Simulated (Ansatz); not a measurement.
`OB(F)[SiH3]` + `C=NBC` → `C=NB(O)F` + `CB[SiH3]`  (redistribution)

Computed with Ansatz on PBE0-D4/def2-TZVP structures; ΔE is electronic, products minus reactants. CCSD(T)/CBS is the MP2 limit (def2-TZVPP, def2-QZVPP) plus CCSD(T) − MP2 in def2-TZVPP, frozen cores. Functionals use def2-TZVPP. HSE06 is defined as in plane-wave codes. Each species was taken in one conformer, which may not be the lowest.

**Question.** Is it downhill or uphill in electronic energy at CCSD(T)/CBS, and by how much? (Estimate.)

**Answer.** Ansatz gave: Uphill: ΔE = +51.3 kJ/mol.

**Question.** What do these levels give: revPBE-D4, B97M-V, PBE0-D4, HSE06-D4, r2SCAN, PBE0, r2SCANh, CCSD(T)/def2-SVP, MP2/def2-TZVPP, MP2/def2-QZVPP, SCS-MP2/def2-QZVPP, HF/CBS(def2)? (Best estimate.)

**Answer.** Ansatz gave: revPBE-D4 62.8, B97M-V 52.2, PBE0-D4 57.4, HSE06-D4 57.8, r2SCAN 59.8, PBE0 58.1, r2SCANh 57.0, CCSD(T)/def2-SVP 54.9, MP2/def2-TZVPP 52.5, MP2/def2-QZVPP 52.7, SCS-MP2/def2-QZVPP 49.1, HF/CBS(def2) 29.5 kJ/mol.

Largest T1 diagnostic among the species: 0.014.

From PBE to PBE0 (25 % exact exchange), in def2-TZVPP and without D4, ΔE moves by −10.5 kJ/mol. In def2-TZVPP, CCSD(T) changes the Hartree–Fock value by +21.6 kJ/mol (the triples alone add +4.2 kJ/mol) and MP2 by +23.1 kJ/mol. At CCSD(T), def2-SVP lies +3.6 kJ/mol from the extrapolated value and def2-TZVPP −0.4 kJ/mol.
